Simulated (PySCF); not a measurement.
Si(F)(OH)(SeH)2 (FH3OSe2Si), SMILES O[Si](F)([SeH])[SeH].

The structure is a stationary point at ωB97X-D3(BJ)/def2-SVP. The values are those of a single conformer.

Two levels are set side by side: PBE/def2-TZVP (PySCF) and B3LYP/def2-TZVP (PySCF). Same geometry, gas phase. Differences are taken from unrounded values.

```tsv
quantity	PBE
orbital gap (eV)	5.15
highest occupied level (eV)	-6.28
lowest empty level (eV)	-1.13
dipole moment (D)	1.64
mean polarisability (bohr³)	80.8
```

These are the PBE values. What does B3LYP give? (Estimate from the structure and the level; the computed values follow.)


```json
[
 {"quantity": "orbital gap (eV)", "B3LYP": "6.72", "PBE minus B3LYP": "-1.57"},
 {"quantity": "highest occupied level (eV)", "B3LYP": "-7.21", "PBE minus B3LYP": "0.93"},
 {"quantity": "lowest empty level (eV)", "B3LYP": "-0.49", "PBE minus B3LYP": "-0.64"},
 {"quantity": "dipole moment (D)", "B3LYP": "1.65", "PBE minus B3LYP": "-0.01"},
 {"quantity": "mean polarisability (bohr³)", "B3LYP": "78.2", "PBE minus B3LYP": "2.7"}
]
```

PBE's occupied levels lie high since its potential decays too fast outside the molecule; exact exchange lowers them and widens the gap. Loosely held outer electrons make PBE densities more polarisable. Differences between two approximate levels are no errors against the true value.

Rough cost on one machine, each run with all the roots and properties that it gave: B3LYP against PBE within a factor of 2.
